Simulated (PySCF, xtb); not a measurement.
Al(Br)(OMe)(NH2) (CH5AlBrNO), SMILES C[O][Al]([NH2])[Br].

GFN2-xTB (xtb) at its own geometry gives an orbital gap of 3.97 eV and a dipole moment of 5.43 D.

Coordinates come from a PBE0-D3(BJ)/def2-SVP optimisation. The structure was generated by enumeration; whether it is a known compound was not checked. Other conformers were not sampled.

Q: What does PySCF with PBE/def2-TZVP give? (An estimate is asked for; the answer gives what the named calculation found.)

A: gap 4.93 eV (levels -6.17 and -1.23 eV), dipole 1.44 D.
